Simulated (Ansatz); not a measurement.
`C[SiH](F)S` → `[SH]`• + `C[SiH]F`• at 400 K and 1 bar (homolysis of the S–Si bond).

Gas-phase electronic energies from Ansatz, PBE0-D4/def2-TZVP geometries. CBS: MP2 limit from def2 TZ/QZ plus the TZ coupled-cluster correction, frozen cores. This one scheme is used for every species. Open shells (•) are unrestricted, without spin–orbit coupling. One conformer a species, not always the lowest.

```csv
species,CCSD(T)/CBS energy (Eh),H − E (kJ/mol),S (J/(mol·K))
`C[SiH](F)S`,-827.81979,183.2,360.7
`[SH]`•,-398.31908,27.8,206.5
`C[SiH]F`•,-429.34345,145.2,312.5
```

H − E and S are ideal-gas, rigid-rotor, harmonic terms from PBE0-D4/def2-TZVP, for one conformer and one mirror image of each species, with the whole ground term of open shells counted as degenerate. 1 Eh = 2625.50 kJ/mol, R = 8.31446 J/(mol·K).

By hand: ΔE, ΔH, ΔS and ΔG.

ΔE = (-398.31908) + (-429.34345) − (-827.81979) = 0.15726 Eh = 412.9 kJ/mol. Δ(H − E) = 27.8 + 145.2 − 183.2 = -10.2, so ΔH = 402.7 kJ/mol. ΔS = 206.5 + 312.5 − 360.7 = 158.3 J/(mol·K). ΔG = 402.7 − 400 × (158.3)/1000 = 339.4 kJ/mol.

By hand: the equilibrium constant, and the temperature at which ΔG would vanish if ΔH and ΔS stayed fixed.

log₁₀ K = −ΔG/(RT ln 10) = -44.3. ΔG = 0 at ΔH/ΔS = 2544 K, far beyond where these terms or the molecules hold.

The number of gas molecules changes by +1, which sets the sign of ΔS. A doubt of 5 kJ/mol in ΔE shifts log₁₀ K by 0.7 here. Other conformers and mirror images would add mixing entropy, several J/(mol·K) or more a flexible species. These are equilibria of isolated gas molecules and say nothing of rates. Largest T1 diagnostic: 0.013 (customary marks: 0.02 for closed shells, 0.045 for open ones).
